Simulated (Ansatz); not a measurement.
`CC[SiH2]C#N` + HBr → `CC[SiH2]Br` + `C#N` at 700 K and 1 bar (ligand exchange at the Si–C bond).

Program: Ansatz. Geometries: PBE0-D4/def2-TZVP. ΔE: electronic, gas phase. CBS: MP2 limit from def2 TZ/QZ plus the TZ coupled-cluster correction, frozen cores. This one scheme is used for every species. For Br outer-core shells are correlated without core-valence functions, which leaves a few kJ/mol of doubt a bond. Scalar relativity is left out up to krypton. One conformer a species, not always the lowest.

```json
{"species": "`CC[SiH2]C#N`", "CCSD(T)/CBS energy (Eh)": "-462.15225", "H − E (kJ/mol)": "320.7", "S (J/(mol·K))": "468.6"}
{"species": "HBr", "CCSD(T)/CBS energy (Eh)": "-2573.91920", "H − E (kJ/mol)": "36.5", "S (J/(mol·K))": "223.7"}
{"species": "`CC[SiH2]Br`", "CCSD(T)/CBS energy (Eh)": "-2942.77097", "H − E (kJ/mol)": "293.8", "S (J/(mol·K))": "455.9"}
{"species": "`C#N`", "CCSD(T)/CBS energy (Eh)": "-93.32098", "H − E (kJ/mol)": "68.7", "S (J/(mol·K))": "235.2"}
```

H − E and S are ideal-gas, rigid-rotor, harmonic terms from PBE0-D4/def2-TZVP, for one conformer and one mirror image of each species. 1 Eh = 2625.50 kJ/mol, R = 8.31446 J/(mol·K).

Problem. By hand: ΔE, ΔH, ΔS and ΔG.

Solution. ΔE = (-2942.77097) + (-93.32098) − (-462.15225) − (-2573.91920) = -0.02050 Eh = -53.8 kJ/mol. Δ(H − E) = 293.8 + 68.7 − 320.7 − 36.5 = 5.3, so ΔH = -48.5 kJ/mol. ΔS = 455.9 + 235.2 − 468.6 − 223.7 = -1.2 J/(mol·K). ΔG = -48.5 − 700 × (-1.2)/1000 = -47.7 kJ/mol.

Problem. By hand: the equilibrium constant, and the temperature at which ΔG would vanish if ΔH and ΔS stayed fixed.

Solution. log₁₀ K = −ΔG/(RT ln 10) = 3.6. ΔG = 0 at ΔH/ΔS = 40417 K, far beyond where these terms or the molecules hold.

The number of gas molecules stays the same, so ΔS is small and ΔH decides. A doubt of 5 kJ/mol in ΔE shifts log₁₀ K by 0.4 here. Other conformers and mirror images would add mixing entropy, several J/(mol·K) or more a flexible species. These are equilibria of isolated gas molecules and say nothing of rates. Largest T1 diagnostic: 0.014 (customary marks: 0.02 for closed shells, 0.045 for open ones).
